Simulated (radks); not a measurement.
Results of a calculation; reference values are marked as such.
Polarisability of the thulium ion Tm+, [Xe] 4f13 6s1, at imaginary frequency. Code: a radial shooting solver on a logarithmic mesh with Libxc functionals. Model: scalar-relativistic Kohn-Sham, PBE, spin-polarised, spherical densities, finite nucleus; open shells are filled with parallel spins first (spin-orbit coupling, left out, can overturn this in heavy ions); Fermi nuclear charge, rms radius 5.2256 fm. Response by self-consistent Sternheimer equations with the Hartree and adiabatic LDA kernel, the relativistic mass of each level held fixed and spin-orbit coupling left out.

w (hartree)  alpha1(iw) (bohr^3)
0.00266                    59.80
0.0143                     59.29
0.0360                     56.57
0.0697                     49.40
0.118                      37.88
0.186                      25.82
0.280                      16.67
0.413                      10.89
0.605                      7.393
0.892                      5.106
1.35                       3.386
2.12                       2.021
3.59                       1.022
6.94                      0.4026
17.5                     0.09675

Static values: alpha1 = 59.82 bohr^3 (8.865 angstrom^3; uncoupled 91.67). C6 = 467.1, triple-dipole C9 = 19180 atomic units. One-pole (London) frequency 4 C6 / (3 alpha1^2) = 0.174 hartree, against 0.342 for minus the highest occupied eigenvalue.
